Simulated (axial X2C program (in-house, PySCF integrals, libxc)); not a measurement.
**Spin–orbit effects down a group: molecules with S (ions), PBE0**

Computed with an axial X2C code built on PySCF integrals, spin-free (one-electron X2C) or two-component (2c: spin–orbit coupling with atomic mean-field Coulomb and Gaunt terms, which also bring small scalar terms), in Dyall basis sets with cores contracted in-house; open shells are unrestricted.

Basis sets: Ba dyall-cv3z, Be dyall-cv3z, Mg dyall-cv3z, S dyall-av3z.

| molecule | spin-free state | Re (Å) | ωe (cm⁻¹) | De (eV) | 2c state | Re 2c (Å) | ωe 2c (cm⁻¹) | De 2c (eV) |
| --- | --- | --- | --- | --- | --- | --- | --- | --- |
| BeS⁺ | M_S = 1/2, Λ = 1 | 1.835 | 877.8 | 3.31 | Ω = 3/2 | 1.835 | 877.3 | 3.33 |
| MgS⁺ | M_S = 1/2, Λ = 1 | 2.238 | 481.6 | 1.97 | Ω = 3/2 | 2.238 | 481.2 | 1.99 |
| BaS⁺ | M_S = 1/2, Λ = 1 | 2.712 | 309.0 | 3.24 | Ω = 3/2 | 2.710 | 309.1 | 3.27 |

Question: Work out the shifts from the spin-free to the two-component result.

Answer: 

```csv
molecule,2c state,ΔRe (Å),Δωe (cm⁻¹),ΔDe (eV)
BeS⁺,Ω = 3/2,0.000,-0.5,0.02
MgS⁺,Ω = 3/2,0.000,-0.4,0.02
BaS⁺,Ω = 3/2,-0.002,0.1,0.03
```

Shifts of one unit in the last digit are rounding.

Fragments in 2c: S + Be+, S + Mg+, Ba+ + S. Each entry is the lowest single determinant of a limited PBE0 search at one distance. De goes to single-determinant-based atoms at the same level (for ions the charge split of lowest energy) and is withheld (n/a) where an atom does not fit its ground term or J level. Main or longest-lived isotopes. One determinant is a doubtful description, or other states lie close, for BaS⁺; these need not be ground states, and all values refer to the states named. Some light 2c atoms are not at their ground J level, so De misses part of their lowering (0.04 eV or less). The functionals have no current term, which raises determinants with orbital currents.
